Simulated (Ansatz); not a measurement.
The cluster Ta2N2, relaxed as a singlet with RKS r2SCAN-D4/def2-TZVP in Ansatz, starting from the GFN2-xTB geometry. Force threshold 0.02 eV/Å.

In the def2 sets Ta takes a core potential; there is no spin–orbit coupling. This restricted singlet of an open-shell metal (gap down to 0.03 eV) wasn't tested against broken symmetry. The relaxation made no stability test and no search for a lower SCF solution. No other spin state of charge 0 was run. Another isomer (singlet) lies 5.89 eV lower at PBE0-D4/def2-TZVP; other spin states weren't run for this one.

Start:

Cartesian coordinates in Å:
```
Ta -1.459 -0.502 -1.566
Ta 1.958 -0.181 0.984
N -0.719 0.297 -0.061
N 0.221 0.386 0.642
```

```csv
step,energy (eV),largest force component (eV/Å),SCF passes
1,-6076.4375,6.410,63
2,-6076.8699,2.516,40
3,-6077.1522,0.856,38
4,-6077.3132,0.183,41
5,-6077.3398,0.045,42
6,-6077.3401,0.003,26
```

Force components are those of the run's own axes.

End:

Cartesian coordinates in Å:
```
Ta -1.921 -0.181 -1.434
Ta 1.921 0.180 1.433
N -0.505 -0.047 -0.376
N 0.504 0.048 0.377
```

By distances, no bond broke or formed. The bond that changes most is Ta2–N3, from 2.91 to 3.03 Å (atoms count from 1).

No frequencies were taken in this run, so the end may be a saddle point.

It took 13 s on 4 threads of Arm Neoverse V2 on a shared host.
